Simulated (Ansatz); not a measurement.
Computed with Ansatz on PBE0-D4/def2-TZVP structures; ΔE is electronic, products minus reactants. CBS: MP2 limit from def2 TZ/QZ plus the TZ coupled-cluster correction, frozen cores. DFT in def2-TZVPP. Each species was taken in one conformer, which may not be the lowest.

Reaction (substitution at a C–C bond): `BN(CC)[SiH2]Cl` + `CC(C)(C)S` → `CSC(C)(C)C` + `BN(C)[SiH2]Cl`

`BN(CC)[SiH2]Cl`:

Z-matrix (Å, degrees):
```
C
N 1 1.469
C 1 1.516 2 112.3
H 1 1.092 2 108.0 3 121.7
H 1 1.095 2 109.2 3 -122.7
B 2 1.400 1 121.2 3 -91.6
Si 2 1.734 1 117.6 3 89.6
H 3 1.092 1 111.3 2 -59.5
H 3 1.092 1 110.5 2 -179.5
H 3 1.092 1 110.4 2 60.6
H 6 1.197 2 119.3 1 179.6
H 6 1.199 2 119.2 1 -0.4
Cl 7 2.058 2 110.1 1 69.2
H 7 1.481 2 110.2 1 -46.8
H 7 1.474 2 109.5 1 -171.3
```

`CC(C)(C)S`:

Z-matrix (Å, degrees):
```
C
C 1 1.522
H 1 1.095 2 110.0
H 1 1.091 2 111.0 3 120.1
H 1 1.093 2 111.2 3 -119.4
C 2 1.524 1 110.4 3 -62.0
C 2 1.522 1 110.7 3 60.5
S 2 1.836 1 110.1 3 -177.5
H 6 1.092 2 111.2 1 -179.2
H 6 1.092 2 111.2 1 -58.2
H 6 1.093 2 109.5 1 61.3
H 7 1.095 2 110.0 1 -60.5
H 7 1.091 2 111.0 1 179.3
H 7 1.093 2 111.2 1 58.9
H 8 1.343 2 96.7 1 -61.2
```

`CSC(C)(C)C`:

Z-matrix (Å, degrees):
```
C
S 1 1.795
H 1 1.091 2 112.1
H 1 1.091 2 105.9 3 117.8
H 1 1.091 2 112.1 3 -124.3
C 2 1.833 1 103.3 3 61.6
C 6 1.524 2 104.0 1 179.4
C 6 1.522 2 111.0 1 61.2
C 6 1.522 2 110.9 1 -62.3
H 7 1.092 6 111.1 2 -60.6
H 7 1.094 6 109.7 2 179.8
H 7 1.092 6 111.1 2 60.2
H 8 1.092 6 111.7 2 -64.9
H 8 1.095 6 109.9 2 176.1
H 8 1.091 6 111.0 2 56.2
H 9 1.091 6 111.0 2 -56.4
H 9 1.092 6 111.7 2 64.6
H 9 1.095 6 109.9 2 -176.4
```

`BN(C)[SiH2]Cl`:

Cartesian coordinates in Å:
```
B -1.224 -0.634 -0.923
N -0.255 -0.097 -0.067
C -0.332 -0.252 1.383
Si 1.102 0.784 -0.695
Cl 2.848 -0.212 -0.258
H -2.160 -1.217 -0.455
H -1.099 -0.493 -2.104
H -1.256 -0.766 1.647
H -0.318 0.721 1.883
H 0.513 -0.836 1.759
H 1.202 2.094 -0.011
H 0.978 0.909 -2.158
```

Task: Is it downhill or uphill in electronic energy at CCSD(T)/CBS, and by how much? (An estimate is asked.)

Result: Ansatz gave: Uphill: ΔE = +13.5 kJ/mol.

Task: What do these levels give: PBE0-D4, ωB97X-V, ωB97M-V, PBE, HF/CBS(def2), MP2/CBS(def2)? (Best estimate.)

Result: The calculation gave: PBE0-D4 11.7, ωB97X-V 13.3, ωB97M-V 13.2, PBE 10.2, HF/CBS(def2) 18.9, MP2/CBS(def2) 11.0 kJ/mol.

Largest T1 diagnostic among the species: 0.011.

In def2-TZVPP, CCSD(T) changes the Hartree–Fock value by −3.2 kJ/mol (the triples alone add −1.5 kJ/mol) and MP2 by −5.8 kJ/mol.
